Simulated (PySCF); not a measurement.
**Excitation energy of Si by level of theory**

Si [Ne] 3s2 3p2 (3P) → Si [Ne] 3s2 3p1 4s1 (3P), as a difference of total energies. Calculation: PySCF 2.14, in aug-cc-pwCVTZ; no relativity, point nucleus. Correlated levels: valence and next inner shell: 1s2 frozen. The calculations carry no spin-orbit coupling.

| method | excitation energy (eV) |
| --- | --- |
| UHF | 4.866 |
| MP2 (valence and next inner shell) | 5.039 |
| SCS-MP2 (valence and next inner shell) | 5.008 |
| CCSD (valence and next inner shell) | 5.052 |
| CCSD(T) (valence and next inner shell) | 5.059 |

Question: How much does correlation contribute at CCSD(T) (valence and next inner shell)?

Answer: 5.059 − (4.866) = 0.193 eV, measured against UHF.

The promoted electron is Rydberg-like, and one or two diffuse shells describe it only roughly, which tends to raise the upper state.
